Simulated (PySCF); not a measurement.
Compound: C5H9NOSi.
SMILES: `C[Si](C)(C=O)CC#N`

Theory: TDDFT B3LYP/def2-SVPD, vertical, gas phase, core orbitals frozen in the response (PySCF). Geometry: GFN2-xTB, one conformer, isolated molecule. Torsions of this conformer, `[CH3:1][Si:2]([CH3:3])([CH:4]=[O:5])[CH2:6][C:7]#[N:8]`: C1–Si2–C4–O5 -142°, C1–Si2–C6–C7 61°.

Each state is given a Gaussian of 0.5 eV full width at half maximum, with ε(max) = 2.175×10⁸ f / Δν̃ (Δν̃ the width in cm⁻¹). The width is an assumption, not a result. The curve ends short of the highest state used, and states not computed would add to its high-energy end.

E (eV), ε (L mol⁻¹ cm⁻¹) and a bar:
```
     2.39          0 
     2.56          2 
     2.73         12 
     2.90         41 
     3.07         72 #
     3.24         67 #
     3.41         33 
     3.58          9 
     3.75          1 
     3.92          0 
     4.10          0 
     4.27          0 
     4.44          0 
     4.61          0 
     4.78          0 
     4.95          1 
     5.12         14 
     5.29        143 #
     5.46        755 #######
     5.63       2137 ###################
     5.81       3406 ##############################
     5.98       3164 ############################
     6.15       2049 ##################
     6.32       1277 ###########
```

(1) Locate the maxima and give the states behind the curve.

(2) Does any computed singlet lie in the visible range?

(3) Coming from long wavelengths, where does ε first pass 100 L mol⁻¹ cm⁻¹?

(4) On this curve, what absorbance would a 10⁻⁵ mol/L sample give at 365 nm over a 1 cm path?

Results:

(1) 395 nm (3.14 eV), ε about 76, made up of S1 (100%); 211 nm (5.86 eV), ε about 3500, made up of S2 (82%) (ε in L mol⁻¹ cm⁻¹; maxima over ε = 5, shares over 10%). The states used: S1 3.14 eV (f 0.0014); S2 5.81 eV (f 0.055); S3 6.07 eV (f 0.0087); S4 6.12 eV (f 0.013); S5 6.50 eV (f 0.0006); S6 6.55 eV (f 0.0030); S7 6.81 eV (f 0.070); S8 6.92 eV (f 0.039).

(2) S1 lies in the visible range (380 to 750 nm), at 395 nm, f = 0.0014; light of that wavelength is violet, and its complementary colour is yellow-green; a Tamm–Dancoff triplet lies at 503 nm, without intensity as long as spin–orbit coupling is left out.

(3) At about 236 nm (5.26 eV), 2.12 eV above S1.

(4) 365 nm is 3.397 eV, where ε is about 36 L mol⁻¹ cm⁻¹, so A = ε c l ≈ 0.00036 (Beer–Lambert, with the gas-phase spectrum and the assumed width).
